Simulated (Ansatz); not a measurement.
Calculated with Ansatz (gas phase, PBE0-D4/def2-TZVP geometries, no zero-point term in ΔE). CCSD(T)/CBS is the MP2 limit (def2-TZVPP, def2-QZVPP) plus CCSD(T) − MP2 in def2-TZVPP, frozen cores. This one scheme is used for every species, atoms too. Open shells (•) are unrestricted, without spin–orbit coupling. Spin–orbit coupling would lower the free atoms: a little for C, O, Si. Each species was taken in one conformer, which may not be the lowest.

`C=C[SiH2]O[SiH3]` → 2 C• + 8 H• + O• + 2 Si•  (atomization)

```tsv
level	ΔE (kcal/mol)
MP2/def2-SVP	1085.5
CCSD(T)/def2-SVP	1079.2
HF/def2-TZVPP	869.2
CCSD(T)/def2-TZVPP	1121.2
```

Question: What does CCSD(T)/CBS give? (An estimate is asked.)

Answer: The calculation gave: +1150.4 kcal/mol. The listed levels differ from it by -64.9, -71.2, -281.2, -29.2 kcal/mol.

Question: What do rigid-rotor, harmonic-oscillator terms from PBE0-D4/def2-TZVP frequencies (298.15 K, 1 bar) make of the CCSD(T)/CBS value? (Estimate.)

Answer: The calculation gave: ΔZPE = -56.3 kcal/mol, ΔH = +1107.5 kcal/mol, ΔS = 1347 J/(mol·K), ΔG = +1011.5 kcal/mol. Open shells count their whole term as degenerate. Modes under 50 cm⁻¹ make the entropy rough.

Largest T1 diagnostic among the species: 0.012.

From BLYP to BHLYP (50 % exact exchange), in def2-TZVPP and without D4, ΔE moves by −8.4 kcal/mol: exact exchange takes away binding that semilocal exchange gives to molecules. The D4 term adds +11.1 kcal/mol with B3LYP and +5.9 kcal/mol with PBE0; it sums over pairs of atoms, weighted by their polarisabilities, and B3LYP, whose exchange is more repulsive, gets the larger term.

B3LYP here is the variant with VWN-RPA as its local correlation; programs differ in this.

For atomizations the MP2-based limit and the directly extrapolated one differ by several kJ/mol either way, and by 10 to 25 for some Ge, Se and Sn compounds, so smaller differences from it don't rank the levels.
